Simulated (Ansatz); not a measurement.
The cluster Au₄Cl₃. The state is a doublet with charge 0. Geometry r2SCAN-D4/def2-SVP; atoms count from 1.

```xyz
7

Au   -1.602   -0.608   -1.332
Au   -0.693    0.789    1.373
Au    2.726    0.295    0.868
Au    1.241   -0.632   -1.013
Cl   -2.825    0.420    0.393
Cl    1.249    1.292    2.582
Cl   -0.097   -1.556   -2.871
```

In the def2 sets Au takes a core potential; there is no spin–orbit coupling. The structure comes from a short search, and lower isomers may exist.

(1) Estimate the Mulliken populations from the PBE0/def2-TZVP orbitals of Ansatz.

(2) Where does the spin sit?

(3) And the Mayer bond orders between heavy atoms (over 0.3)?

Results:

(1) 
| atom | charge (e) | spin (α − β) | d electrons |
| --- | --- | --- | --- |
| Au1 | 0.44 | -0.01 | 9.66 |
| Au2 | 0.32 | -0.01 | 9.69 |
| Au3 | 0.41 | 0.46 | 9.69 |
| Au4 | -0.08 | 0.32 | 9.82 |
| Cl5 | -0.35 | 0.00 | – |
| Cl6 | -0.37 | 0.19 | – |
| Cl7 | -0.37 | 0.04 | – |
Mulliken values depend strongly on the basis.

(2) Summed by element: Au 0.77, Cl 0.23, of 1 unpaired in all. Largest on single atoms: Au3 0.46, Au4 0.32, Cl6 0.19.

(3) Au1–Cl5 0.55 (2.35 Å); Au1–Cl7 0.60 (2.35 Å); Au2–Cl5 0.60 (2.38 Å); Au2–Cl6 0.61 (2.34 Å); Au3–Au4 0.74 (2.57 Å); Au3–Cl6 0.43 (2.47 Å); Au4–Cl7 0.47 (2.47 Å).
